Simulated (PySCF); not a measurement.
**Computed spin Hamiltonian**

Compound: C₅H₆F₃ (doublet state).
Cartesian coordinates in Å at the GFN2-xTB level; atoms count from 1:
```
atom  x, y, z in Å
C1    -1.8068   -0.8288    0.1661
C2    -0.5887   -0.1643   -0.4294
C3    -0.2596    1.2684   -0.0243
C4     0.5832    0.1479    0.3952
C5     2.0115   -0.1008    0.1746
F6     2.3603   -1.3776    0.4008
F7     2.3995    0.1619   -1.1080
F8     2.8019    0.6578    0.9513
H9    -1.6805   -1.9090    0.1554
H10   -1.9552   -0.5050    1.1924
H11   -2.6915   -0.5778   -0.4147
H12   -0.3942   -0.4734   -1.4547
H13    0.1336    1.9838   -0.7377
H14   -0.9139    1.7163    0.7108
```

The hyperfine couplings belong to this conformer and change with its torsions.

The species is `C[C@H]1C[C]1C(F)(F)F` [radical].

Computed, not measured: PySCF 2.14.0, UKS B3LYP, pcH-1 on C F H, non-relativistic, mean-field spin-orbit, GIAO. Geometry: GFN2-xTB; no solvent, vibrations or thermal averaging. A GFN2-xTB geometry isn't a minimum of the functional, and hyperfine couplings can be far from their values at a DFT geometry. Stability of the SCF solution: not tested.

```
g1, g2, g3        : 2.00222, 2.00263, 2.00307
g_iso             : 2.00264
Form of g         : rhombic: the two nearest values differ by 48 % of g3 − g1
⟨S²⟩              : 0.7530 (exact 0.7500)
α and β electrons : 32, 31
Total energy      : -493.61219 Eh
```

Hyperfine couplings atom by atom, in G; T1 to T3 are the principal values of the dipolar part (MHz turned into gauss with g_iso; 10 G = 1 mT):

| atom | isotope | a_iso | T1 | T2 | T3 | Mulliken spin population |
| --- | --- | --- | --- | --- | --- | --- |
| C1 | 13C | 12.3 | -1.3 | -1.1 | 2.4 | 0.02 |
| C2 | 13C | -5.5 | -1.8 | -0.2 | 2.0 | -0.01 |
| C3 | 13C | -6.4 | -1.9 | -0.1 | 2.0 | -0.03 |
| C4 | 13C | 102.7 | -26.5 | -25.0 | 51.6 | 0.91 |
| C5 | 13C | -1.2 | -1.5 | -1.2 | 2.7 | -0.01 |
| F6 | 19F | 3.5 | -5.8 | -5.4 | 11.2 | 0.00 |
| F7 | 19F | 44.1 | -30.9 | -29.5 | 60.4 | 0.03 |
| F8 | 19F | 3.2 | -5.7 | -5.3 | 10.9 | 0.00 |
| H9 | 1H | 0.3 | -1.1 | -0.7 | 1.8 | 0.00 |
| H10 | 1H | -0.8 | -1.6 | -0.8 | 2.5 | 0.00 |
| H11 | 1H | -1.0 | -0.9 | -0.7 | 1.6 | 0.00 |
| H12 | 1H | 14.2 | -2.0 | -0.6 | 2.6 | 0.02 |
| H13 | 1H | 15.7 | -1.9 | -0.7 | 2.6 | 0.02 |
| H14 | 1H | 29.6 | -2.3 | -1.4 | 3.8 | 0.03 |

The largest Mulliken spin population is on C4 (+0.91). The angles at C4 add up to 324.2°, so it is pyramidal.

Axes: g3 points within 7° of the C4–C5 bond.

Under fast tumbling the dipolar parts average out, and these isotropic splittings remain: 1 × 1H (H14, I = 1/2, 2 lines) with 2.96 mT, 3 × 19F (F6/F7/F8, I = 1/2, 4 lines) with 1.69 mT, 1 × 1H (H13, I = 1/2, 2 lines) with 1.57 mT, 1 × 1H (H12, I = 1/2, 2 lines) with 1.42 mT and 3 × 1H (H9/H10/H11, I = 1/2, 4 lines) with 0.05 mT.

Means are taken over nuclei equivalent by connectivity, which assumes that they swap fast. The three 19F nuclei of mean +47.4 MHz run from 9.0 to 123.5 MHz in the frozen geometry.

The 13C coupling of C4 (287.8 MHz) shows only in satellite lines or after enrichment, since that isotope makes up about 1.07 % of natural carbon.

β density exceeds α density at some nuclei, such as C3 (-0.0159), C2 (-0.0137) and C5 (-0.0031), spin density in bohr⁻³. In a single determinant that takes different orbitals for the two spins, that is spin polarisation.
